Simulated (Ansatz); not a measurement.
Reaction (ligand exchange at the Sn–C bond): `CO[C](=N)[SnH3]` + `OCF` → `FC[O][SnH3]` + `COC=N`

Computed with Ansatz on PBE0-D4/def2-TZVP structures; ΔE is electronic, products minus reactants. CCSD(T)/CBS adds triple-zeta CCSD(T) − MP2 to the extrapolated MP2 energy (def2 sets, frozen cores). DFT in def2-TZVPP. B3LYP here is the variant with VWN-RPA as its local correlation; programs differ in this. def2 core potentials past Kr. For Sn outer-core shells are correlated without core-valence functions, which leaves a few kJ/mol of doubt a bond. One conformer a species, not always the lowest.

| level | ΔE (kcal/mol) |
| --- | --- |
| PBE-D4 | -12.5 |
| ωB97X-V | -15.1 |
| B2PLYP | -14.9 |
| PBE0 | -13.3 |
| B3LYP | -15.1 |
| HF/def2-TZVPP | -18.0 |
| CCSD/def2-TZVPP | -13.9 |
| MP2/CBS(def2) | -14.5 |

(1) What does CCSD(T)/CBS give? (An estimate is asked.)

Largest T1 diagnostic among the species: 0.014.

Results:

(1) Computed: -14.4 kcal/mol. The listed levels differ from it by 1.9, -0.7, -0.5, 1.1, -0.7, -3.6, 0.5, -0.1 kcal/mol.

In def2-TZVPP, CCSD(T) changes the Hartree–Fock value by +4.7 kcal/mol (the triples alone add +0.6 kcal/mol) and MP2 by +4.6 kcal/mol.
